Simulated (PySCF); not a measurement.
# r2SCAN on Gd (gadolinium, neutral)

Configuration: [Xe] 4f8 5d1 6s1, one real determinant (an excited configuration). Computed with PySCF 2.14 in x2c-TZVPPall (11s7p7d4f2g, 113 functions), with the spin-free X2C one-electron Hamiltonian (Gaussian nucleus).

| Property | Result |
| --- | --- |
| Total energy | -11270.77 hartree |
| One-electron energy | -15420.50 hartree |
| Hartree (Coulomb) energy | 4402.73 hartree |
| Exchange-correlation energy | -253.01 hartree |
| ⟨S²⟩ | 20.0335 |
| ⟨L²⟩ | 18.473 |
| Sum of ⟨r⟩ | 43.54 bohr |
| Sum of ⟨r²⟩ | 77.47 bohr² |
| Traceless quadrupole moment −½Σ⟨3z² − r²⟩ along its main axis | -3.53 e·bohr² |
| Langevin diamagnetic susceptibility | -61.4 ×10⁻⁶ cm³/mol |
| Time after the integrals | about 70 core-seconds |

```json
{"shell": "1s α", "electrons": "1", "mean orbital energy (eV)": "-50034.2", "spread (eV)": "0", "rms radius, mean of both spins (bohr)": "0.0249"}
{"shell": "1s β", "electrons": "1", "mean orbital energy (eV)": "-50034.2", "spread (eV)": "0", "rms radius, mean of both spins (bohr)": "0.0249"}
{"shell": "2s α", "electrons": "1", "mean orbital energy (eV)": "-8275.1", "spread (eV)": "0", "rms radius, mean of both spins (bohr)": "0.101"}
{"shell": "2s β", "electrons": "1", "mean orbital energy (eV)": "-8275.1", "spread (eV)": "0", "rms radius, mean of both spins (bohr)": "0.101"}
{"shell": "2p α", "electrons": "3", "mean orbital energy (eV)": "-7373.2", "spread (eV)": "0.249", "rms radius, mean of both spins (bohr)": "0.0906"}
{"shell": "2p β", "electrons": "3", "mean orbital energy (eV)": "-7373.2", "spread (eV)": "0.225", "rms radius, mean of both spins (bohr)": "0.0906"}
{"shell": "3s α", "electrons": "1", "mean orbital energy (eV)": "-1836.1", "spread (eV)": "0", "rms radius, mean of both spins (bohr)": "0.261"}
{"shell": "3s β", "electrons": "1", "mean orbital energy (eV)": "-1833.4", "spread (eV)": "0", "rms radius, mean of both spins (bohr)": "0.261"}
{"shell": "3p α", "electrons": "3", "mean orbital energy (eV)": "-1554.1", "spread (eV)": "1.520", "rms radius, mean of both spins (bohr)": "0.261"}
{"shell": "3p β", "electrons": "3", "mean orbital energy (eV)": "-1551.3", "spread (eV)": "0.952", "rms radius, mean of both spins (bohr)": "0.261"}
{"shell": "3d α", "electrons": "5", "mean orbital energy (eV)": "-1174.9", "spread (eV)": "1.170", "rms radius, mean of both spins (bohr)": "0.240"}
{"shell": "3d β", "electrons": "5", "mean orbital energy (eV)": "-1172.8", "spread (eV)": "0.836", "rms radius, mean of both spins (bohr)": "0.240"}
{"shell": "4s α", "electrons": "1", "mean orbital energy (eV)": "-368.78", "spread (eV)": "0", "rms radius, mean of both spins (bohr)": "0.589"}
{"shell": "4s β", "electrons": "1", "mean orbital energy (eV)": "-362.29", "spread (eV)": "0", "rms radius, mean of both spins (bohr)": "0.589"}
{"shell": "4p α", "electrons": "3", "mean orbital energy (eV)": "-275.19", "spread (eV)": "2.489", "rms radius, mean of both spins (bohr)": "0.625"}
{"shell": "4p β", "electrons": "3", "mean orbital energy (eV)": "-268.66", "spread (eV)": "1.309", "rms radius, mean of both spins (bohr)": "0.625"}
{"shell": "4d α", "electrons": "5", "mean orbital energy (eV)": "-143.67", "spread (eV)": "2.029", "rms radius, mean of both spins (bohr)": "0.689"}
{"shell": "4d β", "electrons": "5", "mean orbital energy (eV)": "-137.11", "spread (eV)": "1.106", "rms radius, mean of both spins (bohr)": "0.689"}
{"shell": "5s α", "electrons": "1", "mean orbital energy (eV)": "-46.848", "spread (eV)": "0", "rms radius, mean of both spins (bohr)": "1.45"}
{"shell": "5s β", "electrons": "1", "mean orbital energy (eV)": "-43.428", "spread (eV)": "0", "rms radius, mean of both spins (bohr)": "1.45"}
{"shell": "5p α", "electrons": "3", "mean orbital energy (eV)": "-24.548", "spread (eV)": "0.873", "rms radius, mean of both spins (bohr)": "1.72"}
{"shell": "5p β", "electrons": "3", "mean orbital energy (eV)": "-21.957", "spread (eV)": "0.088", "rms radius, mean of both spins (bohr)": "1.72"}
{"shell": "6s α", "electrons": "1", "mean orbital energy (eV)": "-3.612", "spread (eV)": "0", "rms radius, mean of both spins (bohr)": "4.61"}
{"shell": "4f α", "electrons": "7", "mean orbital energy (eV)": "-2.996", "spread (eV)": "2.516", "rms radius, mean of both spins (bohr)": "1.12"}
{"shell": "5d α", "electrons": "1", "mean orbital energy (eV)": "-1.683", "spread (eV)": "0", "rms radius, mean of both spins (bohr)": "3.89"}
{"shell": "4f β", "electrons": "1", "mean orbital energy (eV)": "1.508", "spread (eV)": "0", "rms radius, mean of both spins (bohr)": "1.12"}
```

⟨L²⟩ = 18.47 against 30 for a pure H term, so this real determinant mixes terms. Spin-orbit coupling, absent here, splits the open shell strongly. At r2SCAN the highest occupied level has a positive energy, so only the finite basis holds that electron; for this excited configuration the basis is too tight for the outer shell.

Densities and radii are taken from the X2C orbitals without a picture-change correction, which distorts them close to the nucleus.
